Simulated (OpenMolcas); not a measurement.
A run on Rh4+ among 6 point charges of -1.7 e arranged as an octahedron (Oh), 1.66 Å from the ion.
```
   1.6600    0.0000    0.0000  -1.70
   0.0000    1.6600    0.0000  -1.70
  -1.6600    0.0000    0.0000  -1.70
   0.0000   -1.6600    0.0000  -1.70
   0.0000    0.0000    1.6600  -1.70
   0.0000    0.0000   -1.6600  -1.70
```

```yaml
Program: OpenMolcas
Method: CASSCF
Basis: ANO-RCC-VDZP [6s5p3d1f]
Scalar_Hamiltonian: DKH2, point nucleus
Active_space: 5 electrons in 5 orbitals (4d)
State_averaging: 2S+1 = 6 even, 1 root; 2S+1 = 4 even, 24 roots; 2S+1 = 2 even, 75 roots
Spin-orbit_coupling: RASSI with atomic mean-field integrals over the reference wave functions
```

43 basis functions. Blocks (2S+1, parity, CSFs, roots kept): 6, even, 1, 1; 4, even, 24, 24; 2, even, 75, 75.

Task: How long do the RASSCF and RASSI steps take on 1 thread of Arm Neoverse V2 (shared host)?

Result: About 21 s of wall time, without the integral step.
